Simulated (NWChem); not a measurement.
System: CH₈O₂Si₃; SMILES O[Si@]1([SiH3])OC[SiH2]1

Here is an NWChem input.

```
start job
memory heap 200 mb stack 900 mb global 1100 mb
geometry units angstroms
  O      1.971153    -0.756800     0.321362
  Si     0.403962    -0.279595     0.006424
  Si    -0.811926    -2.288947     0.087243
  O      0.251881     0.568724    -1.452644
  C     -0.363572     1.857144    -1.144262
  Si    -0.457912     1.762319     0.793229
  H      2.651197    -0.069526     0.253098
  H     -0.673093    -2.924654     1.427235
  H     -0.353565    -3.250526    -0.953169
  H     -2.256172    -1.998368    -0.138548
  H     -1.340072     1.920277    -1.638018
  H      0.269088     2.656943    -1.545722
  H      0.424363     2.736821     1.499264
  H     -1.828883     1.864125     1.369220
end
basis spherical
  * library 3-21g
end
dft
  xc hfexch
  iterations 150
end
driver
  maxiter 120
end
task dft optimize
task dft freq
```

Parts of the log:

```
             Northwest Computational Chemistry Package (NWChem) 7.3.0
             --------------------------------------------------------

 C1  symmetry detected

                             Geometry "geometry" -> ""
                             -------------------------

 Output coordinates in angstroms (scale by  1.889725989 to convert to a.u.)

  No.       Tag          Charge          X              Y              Z
 ---- ---------------- ---------- -------------- -------------- --------------
    1 O                    8.0000     1.93617881    -0.76052609     0.47932523
    2 Si                  14.0000     0.39485848    -0.27138572     0.06935993
    3 Si                  14.0000    -0.81649546    -2.28295583    -0.02347380
    4 O                    8.0000     0.34800865     0.63689430    -1.36049520
    5 C                    6.0000    -0.29315028     1.91105002    -1.04529626
    6 Si                  14.0000    -0.53009738     1.73556243     0.87429311
    7 H                    1.0000     2.61695013    -0.07067205     0.49015078
    8 H                    1.0000    -0.77481523    -2.97385523     1.29557788
    9 H                    1.0000    -0.27905879    -3.20014134    -1.06612363
   10 H                    1.0000    -2.24113060    -1.98393232    -0.34326108
   11 H                    1.0000    -1.23070386     1.99421519    -1.60690988
   12 H                    1.0000     0.36459246     2.72718616    -1.36530179
   13 H                    1.0000     0.29409482     2.68024387     1.68351061
   14 H                    1.0000    -1.94024594     1.81261758     1.35098498

 Effective nuclear repulsion energy (a.u.)     446.9355318587

                                Z-matrix (autoz)
                                --------

 Units are Angstrom for bonds and degrees for angles

[...]

      ----------------------
      Optimization converged
      ----------------------

  Step       Energy      Delta E   Gmax     Grms     Xrms     Xmax
  ---- ---------------- -------- -------- -------- -------- --------
@   17   -1053.42019306 -1.3D-07  0.00003  0.00001  0.00065  0.00150
                                     ok       ok       ok       ok

                                Z-matrix (autoz)
                                --------

 Units are Angstrom for bonds and degrees for angles

[...]

 Rotational Constants
 --------------------
 A=   0.084236 cm-1  (  0.121194 K)
 B=   0.040757 cm-1  (  0.058639 K)
 C=   0.037281 cm-1  (  0.053637 K)

 Temperature                      =   298.15K
 frequency scaling parameter      =   1.0000

 Zero-Point correction to Energy  =   58.421 kcal/mol  (  0.093099 au)
 Thermal correction to Energy     =   64.343 kcal/mol  (  0.102536 au)
 Thermal correction to Enthalpy   =   64.935 kcal/mol  (  0.103480 au)

 Total Entropy                    =   94.683 cal/mol-K
   - Translational                =   40.616 cal/mol-K (mol. weight = 135.9832)
   - Rotational                   =   28.911 cal/mol-K (symmetry #  =        1)
   - Vibrational                  =   25.157 cal/mol-K

 Cv (constant volume heat capacity) =   33.644 cal/mol-K
   - Translational                  =    2.979 cal/mol-K
   - Rotational                     =    2.979 cal/mol-K
   - Vibrational                    =   27.685 cal/mol-K

[normal modes left out]

 ----------------------------------------------------------------------------
 Normal Eigenvalue ||           Projected Infra Red Intensities
  Mode   [cm**-1]  || [atomic units] [(debye/angs)**2] [(KM/mol)] [arbitrary]
 ------ ---------- || -------------- ----------------- ---------- -----------
    1       -0.000 ||    0.000235           0.005         0.229       0.036
    2       -0.000 ||    0.000411           0.009         0.401       0.063
    3       -0.000 ||    0.000323           0.007         0.315       0.049
    4        0.000 ||    0.000113           0.003         0.110       0.017
    5        0.000 ||    0.000123           0.003         0.120       0.019
    6        0.000 ||    0.000090           0.002         0.088       0.014
    7       83.891 ||    0.000633           0.015         0.618       0.097
    8       90.446 ||    0.000092           0.002         0.090       0.014
    9      107.419 ||    0.001343           0.031         1.309       0.205
   10      153.966 ||    0.002968           0.068         2.893       0.454
   11      203.578 ||    0.009855           0.227         9.607       1.508
   12      243.923 ||    0.072517           1.673        70.694      11.094
   13      312.817 ||    0.051744           1.194        50.443       7.916
   14      385.380 ||    0.090706           2.093        88.424      13.877
   15      411.297 ||    0.083508           1.927        81.408      12.776
   16      452.275 ||    0.016988           0.392        16.561       2.599
   17      500.429 ||    0.039498           0.911        38.505       6.043
   18      568.983 ||    0.035510           0.819        34.617       5.433
   19      571.844 ||    0.069569           1.605        67.819      10.643
   20      593.591 ||    0.013169           0.304        12.838       2.015
   21      683.579 ||    0.034815           0.803        33.939       5.326
   22      749.010 ||    0.274524           6.333       267.620      41.999
   23      795.456 ||    0.088606           2.044        86.378      13.556
   24      870.471 ||    0.301888           6.965       294.295      46.185
   25      906.441 ||    0.014670           0.338        14.301       2.244
   26      933.090 ||    0.309968           7.151       302.172      47.421
   27      986.561 ||    0.104373           2.408       101.748      15.968
   28      995.674 ||    0.050577           1.167        49.305       7.738
   29     1004.329 ||    0.075444           1.741        73.547      11.542
   30     1021.542 ||    0.029435           0.679        28.694       4.503
   31     1068.381 ||    0.133541           3.081       130.183      20.430
   32     1275.319 ||    0.000551           0.013         0.538       0.084
   33     1383.456 ||    0.003712           0.086         3.618       0.568
   34     1636.265 ||    0.001185           0.027         1.155       0.181
   35     2269.725 ||    0.179432           4.140       174.919      27.451
   36     2277.045 ||    0.020542           0.474        20.025       3.143
   37     2281.199 ||    0.210148           4.848       204.862      32.150
   38     2286.022 ||    0.116582           2.690       113.649      17.836
   39     2292.056 ||    0.133394           3.078       130.039      20.408
   40     3236.353 ||    0.044394           1.024        43.277       6.792
   41     3288.035 ||    0.019135           0.441        18.654       2.927
   42     3965.410 ||    0.108996           2.515       106.254      16.675
 ----------------------------------------------------------------------------
```

Level: Hartree-Fock/3-21G.
